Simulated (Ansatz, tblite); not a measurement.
Isomers of Tl$_{4}$Cl$_{3}$⁺ (singlet), found by a short tight-binding search and relaxed with PBE-D4/def2-SVP in Ansatz.

In the def2 sets Tl takes a core potential; there is no spin–orbit coupling. The xTB rows come from tblite. B3LYP takes the VWN-RPA correlation. Correlated methods freeze 31 core orbitals; core or outer-core shells of Tl are correlated, in sets that lack core-valence functions.

Other spin states weren't relaxed.

A:

```xyz
7

Tl    1.640   -0.221   -1.524
Tl    1.291    1.046    2.616
Tl   -1.269   -2.804    0.399
Tl   -2.053    2.030   -1.129
Cl   -1.367   -0.738   -1.623
Cl    1.171   -1.483    1.215
Cl    0.587    2.171    0.045
```

B:

Cartesian coordinates in Å:
```
Tl -0.2696 2.0917 -0.8391
Tl -1.4717 -1.3066 1.1309
Tl 2.2505 0.5403 2.3087
Tl 0.3806 -1.7265 -2.7497
Cl -0.4985 1.3525 2.0281
Cl 1.4627 -0.6593 -0.2452
Cl -1.8539 -0.2920 -1.6337
```

Q: Estimate their order by electronic energy at B2PLYP/def2-TZVP, counted from the lowest.

A: A (0.0) < B (2.4), in kcal/mol.

Q: Do the other levels pick the same lowest one?

A: Not GFN2-xTB. Energies above each level's lowest (kcal/mol):

```
              level    A    B
           GFN1-xTB  0.0  1.7
           GFN2-xTB  0.7  0.0
        HF/def2-SVP  0.0  4.0
       HF/def2-TZVP  0.0  4.5
    PBE-D4/def2-SVP  0.0  1.0
   PBE-D4/def2-TZVP  0.0  1.5
r2SCAN-D4/def2-TZVP  0.0  1.6
 B3LYP-D4/def2-TZVP  0.0  1.8
   PBE0-D4/def2-SVP  0.0  1.5
  PBE0-D4/def2-TZVP  0.0  2.0
 BHLYP-D4/def2-TZVP  0.0  0.6
   B2PLYP/def2-TZVP  0.0  2.4
       MP2/def2-SVP  0.0  1.6
      MP2/def2-TZVP  0.0  0.2
      CCSD/def2-SVP  0.0  2.0
   CCSD(T)/def2-SVP  0.0  1.6
```
Point groups (tolerance 0.1 Å): A C3v, B C2v. Lower isomers may exist.
